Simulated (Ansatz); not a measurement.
Reaction (substitution at a C–C bond): `C[CH](C)[Mg][Cl]` + `[F][AlH][SeH]` → `C[Se][AlH][F]` + `C[CH2][Mg][Cl]`

Isolated molecules relaxed with PBE0-D4/def2-TZVP in Ansatz; ΔE leaves out vibrations. CCSD(T)/CBS is the MP2 limit (def2-TZVPP, def2-QZVPP) plus CCSD(T) − MP2 in def2-TZVPP, frozen cores. DFT in def2-TZVPP. For Mg, Se outer-core shells are correlated without core-valence functions, which leaves a few kJ/mol of doubt a bond. Scalar relativity is left out up to krypton. One conformer a species, not always the lowest.

```json
{"level": "r2SCAN-D4", "ΔE (kJ/mol)": "-0.1"}
{"level": "CAM-B3LYP-D4", "ΔE (kJ/mol)": "1.7"}
{"level": "ωB97M-V", "ΔE (kJ/mol)": "0.8"}
{"level": "PBE", "ΔE (kJ/mol)": "-1.8"}
{"level": "r2SCAN0", "ΔE (kJ/mol)": "0.6"}
{"level": "CCSD/def2-TZVPP", "ΔE (kJ/mol)": "2.3"}
{"level": "MP2/def2-QZVPP", "ΔE (kJ/mol)": "0.2"}
{"level": "MP2/CBS(def2)", "ΔE (kJ/mol)": "-0.1"}
```

Problem. What does CCSD(T)/CBS give? (Best estimate.)

Solution. Ansatz gave: +1.2 kJ/mol. The listed levels differ from it by -1.3, 0.5, -0.4, -3.0, -0.6, 1.1, -1.0, -1.3 kJ/mol.

Largest T1 diagnostic among the species: 0.011.

At CCSD(T), def2-SVP lies +18.0 kJ/mol from the extrapolated value and def2-TZVPP +0.6 kJ/mol. From BLYP to BHLYP (50 % exact exchange), in def2-TZVPP and without D4, ΔE moves by +4.3 kJ/mol.
